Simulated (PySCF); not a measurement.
# Electric field gradients and quadrupole coupling constants

C3H10OSeSi.
Numbering: `[CH3:1][CH:2]([CH3:3])[O:4][SiH2:5][SeH:6]` (hydrogens: H7, H8, H9 on C1; H10 on C2; H11, H12, H13 on C3; H14, H15 on Si5; H16 on Se6)

Geometry (PBE0-D3(BJ)/def2-SVP, Å), atoms numbered from 1 in this order:
```xyz
16
C3H10OSeSi angstrom
C     -0.9462   -0.3080    1.4056
C     -0.5976    0.5678    0.2143
C     -1.7419    1.4679   -0.2035
O     -0.2451   -0.2222   -0.9104
Si     1.0650   -1.2277   -1.0488
Se     2.9929   -0.3053   -0.2296
H     -1.2491    0.3058    2.2671
H     -1.7752   -0.9872    1.1526
H     -0.0862   -0.9209    1.7198
H      0.2739    1.1970    0.4813
H     -2.6270    0.8658   -0.4610
H     -1.4583    2.0558   -1.0879
H     -2.0119    2.1605    0.6073
H      0.8493   -2.5243   -0.3427
H      1.2802   -1.4321   -2.5033
H      2.7355   -0.7765    1.1389
```

Field gradients from the PBE0/pcSseg-1 density (PySCF, non-relativistic), principal values in atomic units, ordered |Vxx| ≤ |Vyy| ≤ |Vzz|:

| atom | Vxx | Vyy | Vzz |
| --- | --- | --- | --- |
| O4 | -0.4345 | -1.2178 | 1.6522 |

**Question.** Find the asymmetry η = (Vxx − Vyy)/Vzz and the couplings χ = eQV/h (234.96 MHz × Q in barn × V in au), with Q(17O) = −0.0256 b.

**Answer.** 
```tsv
atom	environment	nucleus	η	χzz (MHz)	χxx (MHz)	χyy (MHz)
O4	silyl ether oxygen	17O	0.47	-9.94	2.61	7.32
```

The tensor is traceless: Vxx + Vyy + Vzz = 0.

**Question.** What is Vzz at O4 in SI units (1 au = 9.71736 × 10²¹ V/m²)?

**Answer.** 1.6522 au = 16.056 × 10²¹ V/m².

**Question.** And the gradient at the other heavy atoms, for which no coupling is worked out here?

**Answer.** 
```
atom                  environment  Vzz (au)     η
  C1                methyl carbon    -0.024  0.94
  C2   sp3 carbon bound to oxygen     0.427  0.14
  C3                methyl carbon     0.048  0.48
 Si5         oxygen-bound silicon    -0.482  0.98
 Se6  selenium bonded to Si and H    -4.454  0.75
```

**Question.** What couplings would deuterons (Q(2H) = 0.00286 b) have in place of the hydrogens, at this geometry?

**Answer.** 
```tsv
atom	bonded to	bond length (Å)	Vzz (au)	η	χzz (kHz)
H7	C1	1.100	0.2923	0.03	196
H8	C1	1.101	0.2899	0.02	195
H9	C1	1.102	0.2906	0.04	195
H10	C2	1.108	0.2638	0.05	177
H11	C3	1.101	0.2903	0.03	195
H12	C3	1.099	0.2935	0.03	197
H13	C3	1.100	0.2925	0.03	197
H14	Si5	1.492	0.1384	0.01	93
H15	Si5	1.484	0.1427	0.01	96
H16	Se6	1.470	0.1941	0.13	130
```

The structure is a single PBE0-D3(BJ)/def2-SVP conformer in the gas phase; no vibrational or solvent corrections. The calculation is non-relativistic, for selenium too. A larger basis could move these couplings by a tenth or more.
